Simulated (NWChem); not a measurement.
System: ZnGeH$_{4}$O; SMILES [OH][Zn][GeH3]

The following NWChem deck was run.

```
start job
memory heap 200 mb stack 900 mb global 1100 mb
geometry units angstroms noautoz
  Zn    -0.308871    -0.908706     0.000353
  O     -0.581443    -2.667197    -0.000898
  H      0.198707    -3.229358     0.004594
  Ge    -0.126788     1.456988     0.002198
  H     -1.358206     2.129346    -0.640616
  H      0.004021     2.026525     1.430665
  H      1.110126     1.937550    -0.786547
end
basis spherical
  * library 6-31g*
end
dft
  xc xtpss03 ctpss03
  iterations 150
  mulliken
end
task dft energy
```

Excerpt of the output:

```
             Northwest Computational Chemistry Package (NWChem) 7.3.0
             --------------------------------------------------------

 C1  symmetry detected

                             Geometry "geometry" -> ""
                             -------------------------

 Output coordinates in angstroms (scale by  1.889725989 to convert to a.u.)

  No.       Tag          Charge          X              Y              Z
 ---- ---------------- ---------- -------------- -------------- --------------
    1 Zn                  30.0000     0.01561049    -0.92290330    -0.00025765
    2 O                    8.0000    -0.10174863    -2.69851960     0.00085416
    3 H                    1.0000     0.72469768    -3.19012043    -0.00121586
    4 Ge                  32.0000    -0.01039325     1.44964583     0.00017900
    5 H                    1.0000    -1.30210630     2.01101381    -0.63070037
    6 H                    1.0000     0.08363993     2.02945506     1.42740722
    7 H                    1.0000     1.17202713     2.03624077    -0.80032282

 Effective nuclear repulsion energy (a.u.)     383.7639034493

                                 NWChem DFT Module
                                 -----------------

 Summary of "ao basis" -> "ao basis" (spherical)
 ------------------------------------------------------------------------------
       Tag                 Description            Shells   Functions and Types
 ---------------- ------------------------------  ------  ---------------------
 Zn                          6-31g*                 12       34   5s4p2d1f
 O                           6-31g*                  6       14   3s2p1d
 H                           6-31g*                  2        2   2s
 Ge                          6-31g*                 12       32   5s4p3d

            General Information
            -------------------
          SCF calculation type: DFT
          Wavefunction type:  closed shell.
          No. of atoms     :     7
          No. of electrons :    74
           Alpha electrons :    37
            Beta electrons :    37
          Charge           :     0
          Spin multiplicity:     1
          Use of symmetry is: off; symmetry adaption is: off
          Maximum number of iterations: 150
          AO basis - number of functions:    88
                     number of shells:    38
          Convergence on energy requested:  1.00D-06
          Convergence on density requested:  1.00D-05
          Convergence on gradient requested:  5.00D-04

              XC Information
              --------------
                  TPSS metaGGA Exchange Functional  1.000
             TPSS03 metaGGA Correlation Functional  1.000

             Grid Information
             ----------------
          Grid used for XC integration:  medium
          Radial quadrature: Mura-Knowles
          Angular quadrature: Lebedev.
          Tag              B.-S. Rad. Rad. Pts. Rad. Cut. Ang. Pts.
          ---              ---------- --------- --------- ---------
          Zn                  1.35      112          11.0       590
          O                   0.60       49          12.0       434
          H                   0.35       45          13.0       434
          Ge                  1.25      112          11.0       590
          Grid pruning is: on
          Number of quadrature shells:   453
          Spatial weights used:  Erf1

      Superposition of Atomic Density Guess
      -------------------------------------

 Sum of atomic energies:       -3929.24980657

      Non-variational initial energy
      ------------------------------

 Total energy =   -3929.901217
 1-e energy   =   -6249.376248
 2-e energy   =    1935.711127
 HOMO         =      -0.328062
 LUMO         =      -0.008862

     ---------------------------------------------
      Total Density - Mulliken Population Analysis
     ---------------------------------------------

    Atom       Charge   Shell Charges
 -----------   ------   -------------------------------------------------------
    1 Zn  30    29.21   2.00  2.00  6.00  2.00  6.00  0.63  0.21  0.38  0.05  6.81  3.13  0.01
    2 O    8     9.30   2.00  0.95  3.23  0.94  2.17  0.01
    3 H    1     0.46   0.36  0.09
    4 Ge  32    32.06   2.00  2.00  6.00  2.00  5.99  1.22  2.03  0.13  0.60  6.87  2.97  0.26
    5 H    1     0.99   0.45  0.54
    6 H    1     0.99   0.45  0.54
    7 H    1     0.99   0.45  0.54

   convergence    iter        energy       DeltaE   RMS-Dens  Diis-err
 ---------------- ----- ----------------- --------- --------- ---------
 d= 0,ls=0.0,diis     1  -3933.2769392151 -4.32D+03  4.39D-02  9.15D-01
 d= 0,ls=0.0,diis     2  -3930.9843119353  2.29D+00  3.69D-02  1.71D+01
 d= 0,ls=0.0,diis     3  -3933.4078046282 -2.42D+00  2.92D-03  9.86D-02
 d= 0,ls=0.0,diis     4  -3933.4086374757 -8.33D-04  1.64D-03  9.10D-02
 d= 0,ls=0.0,diis     5  -3933.4136183082 -4.98D-03  4.27D-04  5.07D-03
  Resetting Diis
 d= 0,ls=0.0,diis     6  -3933.4139397924 -3.21D-04  1.50D-04  2.30D-04
 d= 0,ls=0.0,diis     7  -3933.4139547288 -1.49D-05  9.97D-05  2.94D-05
 d= 0,ls=0.0,diis     8  -3933.4139521164  2.61D-06  5.48D-05  7.56D-05
 d= 0,ls=0.0,diis     9  -3933.4139571669 -5.05D-06  1.53D-05  2.95D-06
 d= 0,ls=0.0,diis    10  -3933.4139573903 -2.23D-07  5.63D-06  4.24D-07

         Total DFT energy =    -3933.413957390263
      One electron energy =    -6247.802873004932
           Coulomb energy =     2090.841189796472
    Exchange-Corr. energy =     -160.216177631062
 Nuclear repulsion energy =      383.763903449258

 Numeric. integr. density =       73.999956304800

                       DFT Final Molecular Orbital Analysis
                       ------------------------------------

 Vector   35  Occ=2.000000D+00  E=-2.752564D-01
              MO Center=  8.8D-02, -9.9D-01, -3.4D-03, r^2= 3.8D+00
   Bfn.  Coefficient  Atom+Function         Bfn.  Coefficient  Atom+Function
  ----- ------------  ---------------      ----- ------------  ---------------
    10      0.459648  1 Zn s                 37     -0.272433  2 O  px
    62      0.264000  4 Ge py                38     -0.211746  2 O  py
    40      0.193096  2 O  s                 14     -0.187595  1 Zn s
    41     -0.181704  2 O  px                 6     -0.179935  1 Zn s
    22     -0.157894  1 Zn d  2              42     -0.144464  2 O  py

 Vector   36  Occ=2.000000D+00  E=-2.427089D-01
              MO Center= -1.1D-01, -8.2D-01,  4.2D-04, r^2= 4.9D+00
   Bfn.  Coefficient  Atom+Function         Bfn.  Coefficient  Atom+Function
  ----- ------------  ---------------      ----- ------------  ---------------
    62      0.386583  4 Ge py                38      0.353631  2 O  py
    37      0.257509  2 O  px                42      0.253613  2 O  py
    12     -0.233543  1 Zn py                41      0.186327  2 O  px
    64     -0.180128  4 Ge s                 58     -0.157040  4 Ge py
    66      0.145242  4 Ge py                16      0.117825  1 Zn py

 Vector   37  Occ=2.000000D+00  E=-2.320734D-01
              MO Center= -7.5D-02, -2.5D+00,  3.6D-03, r^2= 1.2D+00
   Bfn.  Coefficient  Atom+Function         Bfn.  Coefficient  Atom+Function
  ----- ------------  ---------------      ----- ------------  ---------------
    39      0.598609  2 O  pz                43      0.451655  2 O  pz
    19      0.193088  1 Zn d -1              13      0.120339  1 Zn pz
    17      0.112169  1 Zn pz                24      0.097233  1 Zn d -1
    67     -0.063676  4 Ge pz                 9     -0.043078  1 Zn pz
    85     -0.028279  6 H  s

 Vector   38  Occ=0.000000D+00  E=-4.139753D-02
              MO Center=  6.8D-01, -6.4D-01, -4.6D-03, r^2= 5.3D+00
   Bfn.  Coefficient  Atom+Function         Bfn.  Coefficient  Atom+Function
  ----- ------------  ---------------      ----- ------------  ---------------
    14      0.881846  1 Zn s                 15      0.392504  1 Zn px
    60      0.345223  4 Ge s                 66      0.341707  4 Ge py
    64     -0.331927  4 Ge s                 84      0.297311  5 H  s
    11      0.292346  1 Zn px                40     -0.202058  2 O  s
    62      0.186281  4 Ge py                37     -0.164933  2 O  px

 Vector   39  Occ=0.000000D+00  E=-3.029922D-02
              MO Center= -5.7D-01, -3.5D-01, -8.3D-02, r^2= 5.4D+00
   Bfn.  Coefficient  Atom+Function         Bfn.  Coefficient  Atom+Function
  ----- ------------  ---------------      ----- ------------  ---------------
    14      0.993803  1 Zn s                 64     -0.550385  4 Ge s
    66      0.456779  4 Ge py                60      0.397999  4 Ge s
    40     -0.340706  2 O  s                 15     -0.329884  1 Zn px
    88      0.315830  7 H  s                 11     -0.300929  1 Zn px
    16      0.240002  1 Zn py                50      0.235418  3 H  s

 Vector   40  Occ=0.000000D+00  E=-2.928384D-02
              MO Center= -2.1D-03, -4.0D-01,  8.2D-02, r^2= 5.3D+00
   Bfn.  Coefficient  Atom+Function         Bfn.  Coefficient  Atom+Function
  ----- ------------  ---------------      ----- ------------  ---------------
    17      0.477414  1 Zn pz                13      0.398384  1 Zn pz
    86     -0.393110  6 H  s                 67      0.278961  4 Ge pz
    88      0.260457  7 H  s                 43     -0.195989  2 O  pz
    39     -0.191595  2 O  pz                63      0.176471  4 Ge pz
    84      0.165022  5 H  s                 14      0.108526  1 Zn s

     ---------------------------------------------
      Total Density - Mulliken Population Analysis
     ---------------------------------------------

    Atom       Charge   Shell Charges
 -----------   ------   -------------------------------------------------------
    1 Zn  30    29.50   2.00  2.00  6.00  2.00  6.00  0.84  0.51  0.19  0.14  6.75  3.08  0.01
    2 O    8     8.79   2.00  0.90  2.87  0.99  2.00  0.02
    3 H    1     0.59   0.48  0.11
    4 Ge  32    32.20   2.00  2.00  6.00  2.00  5.99  1.32  2.34  0.02  0.41  6.83  2.93  0.38
    5 H    1     0.97   0.48  0.49
    6 H    1     0.97   0.48  0.49
    7 H    1     0.98   0.48  0.49

     -------------------------------------------
      Total Density - Lowdin Population Analysis
     -------------------------------------------

    Atom       Charge   Shell Charges
 -----------   ------   -------------------------------------------------------
    1 Zn  30    29.61   2.00  2.00  5.99  1.98  5.97  0.62  0.62  0.28  0.28  6.60  3.25  0.02
    2 O    8     8.59   1.99  0.88  2.74  0.76  2.19  0.03
    3 H    1     0.68   0.45  0.23
    4 Ge  32    32.24   2.00  2.00  5.99  1.98  5.90  0.87  2.05  0.32  0.94  6.62  3.08  0.48
    5 H    1     0.96   0.46  0.50
    6 H    1     0.96   0.46  0.50
    7 H    1     0.96   0.46  0.50

     Multipole analysis of the density
     ---------------------------------

     L   x y z        total         alpha         beta         nuclear
     -   - - -        -----         -----         ----         -------
     0   0 0 0     -0.000000    -37.000000    -37.000000     74.000000

     1   1 0 0      0.556074      0.278037      0.278037      0.000000
     1   0 1 0     -0.022585     -0.011293     -0.011293      0.000000
     1   0 0 1     -0.001821     -0.000911     -0.000911     -0.000000

     2   2 0 0    -27.807737    -20.501232    -20.501232     13.194727
     2   1 1 0     -3.822466      0.038437      0.038437     -3.899339
     2   1 0 1      0.003510      0.000200      0.000200      0.003109
     2   0 2 0    -33.515009   -326.621835   -326.621835    619.728661
     2   0 1 1      0.013039      0.006987      0.006987     -0.000935
     2   0 0 2    -29.133343    -20.058614    -20.058614     10.983884
```

Level: TPSS/6-31G* (spherical d). Geometry: optimised at PBE0/def2-SVP.
